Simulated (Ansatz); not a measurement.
Input and output for F2HOSn (`[OH][Sn]([F])[F]`) radical.

```yaml
crystal:
  periodic: [false, false, false]
  atoms:
    - {symbol: O, position_ang: [-0.436807, 1.249464, -0.323381]}
    - {symbol: Sn, position_ang: [-0.208083, -0.474924, 0.578339]}
    - {symbol: F, position_ang: [1.626600, -0.985737, 0.320322]}
    - {symbol: F, position_ang: [-1.230462, -1.712145, -0.460379]}
    - {symbol: H, position_ang: [0.298650, 1.849643, -0.156300]}
basis:
  gaussian: {orbitals: STO-3G, point_charges: [{charge: 1.00, position_ang: [5.771, 0.158, -0.820]}]}
magnetization: {spin_polarized: true, initial_magnetization: 3}
hamiltonian: {xc: {name: HSE06}}
correlation: {method: rpa, electrons: all}
```

```sh
$ ansatz run in.yaml --threads 4 --pin off --events-out ev --progress --plain --max-ram 10444MiB
```

Output, abridged:

```
Functional definition: HSE06
595 factors; integrals over basis functions are off by at most 3.6e-5 eV
59 factors; integrals over basis functions are off by at most 1.8e-7 eV
mean field evaluation 1: about -169690.2277 eV, gradient 1.2e1 eV
mean field evaluation 2: about -169690.2863 eV, gradient 1.2e1 eV
mean field evaluation 4: about -169680.5429 eV, gradient 3.7e1 eV
mean field evaluation 8: about -169691.9543 eV, gradient 8.2e0 eV
mean field evaluation 16: about -169692.7415 eV, gradient 4.6e-3 eV
mean field -169692.74152943 eV, -6236.0932293353 hartree, gradient 1.9e-6 eV, S^2 3.752563; 11 other end points of the search recorded, 0 dependent functions left out
reference -169621.32124348 eV, -6233.4685822371 hartree; 40, 37 occupied and 3, 6 virtual orbitals, 595 factors
Total energy: -169627.44158060 eV, -6233.6935004776 hartree
```

Hardware: 4 threads of an Arm Neoverse V1 on a shared host. Wall time 6 s, peak host memory 0.18 GiB.
